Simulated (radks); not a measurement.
Initial-state core-level shifts of the indium ion In3+ when its valence configuration changes from [Kr] 4d10. Method: scalar-relativistic Kohn-Sham, r2SCAN, spin-unpolarised, spherical densities, finite nucleus; meta-GGA in the generalised Kohn-Sham scheme; Fermi nuclear charge, rms radius 4.6156 fm; computed with a radial shooting solver on a logarithmic mesh with Libxc functionals. Shifts are changes of the shell-averaged eigenvalues in eV (positive: less bound); the change of the density at the nucleus, which sets a Mossbauer isomer shift, is in e/bohr^3, on a base of 1.794e+05.

valence	3s	3d	4s	4p	density at nucleus
4d8 5p2	-17.102	-17.195	-15.021	-14.383	+15.50
4d9 5s1	-7.110	-7.152	-6.173	-5.876	+55.38
4d8 5s1 5p1	-15.782	-15.874	-13.714	-13.090	+66.72
4d6 5s2 5p2	-32.353	-32.577	-27.376	-26.052	+152.88
4d9 5p1	-8.482	-8.523	-7.548	-7.241	+7.19
4d8 5s2	-14.440	-14.533	-12.389	-11.777	+117.96
4d9.5 5p0.5	-4.227	-4.247	-3.785	-3.634	+3.46
4d7.5 5s2 5p0.5	-18.858	-18.979	-16.163	-15.380	+125.81
4d7 5s2 5p1	-23.316	-23.469	-19.920	-18.961	+134.37
